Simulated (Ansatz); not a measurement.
Ge3O2. The state is a singlet with charge 0. Geometry B3LYP-D4/def2-SVP, basis def2-TZVP, Ansatz.

```xyz
5

Ge   -0.699   -1.690    0.266
Ge    1.255    0.884   -0.210
Ge   -1.461    0.732   -0.174
O    -1.699   -0.509    1.209
O     2.604    0.583   -1.091
```

| run | HOMO (eV) | LUMO (eV) |
| --- | --- | --- |
| A | -8.01 | -1.37 |
| B | -5.34 | -4.11 |
| C | -5.09 | -4.09 |
| D | -5.94 | -3.42 |
| E | -7.75 | -1.42 |

LC-ωPBE has ω = 0.4 bohr⁻¹. Another isomer (singlet) lies 1.88 eV lower at PBE0-D4/def2-TZVP; other spin states weren't run for this one.

Problem. The runs used LC-ωPBE, PBE, PBE0, r2SCAN, ωB97X-V. Estimate which is which.

Solution. A LC-ωPBE (range-separated); B r2SCAN (0 % exact exchange); C PBE (0 % exact exchange); D PBE0 (25 % exact exchange); E ωB97X-V (range-separated). Exact exchange lowers occupied and raises empty levels; among semilocal functionals meta-GGAs tend to open the gap a little, and such runs are hard to tell apart. The gap grows from 1.00 eV (PBE) to 6.64 eV (LC-ωPBE). The restricted singlet is unstable towards broken spin symmetry in Hartree–Fock (as tested in another run); at LC-ωPBE/def2-TZVP, r2SCAN-D4/def2-TZVP, PBE-D4/def2-TZVP, PBE0-D4/def2-TZVP and others this wasn't settled.
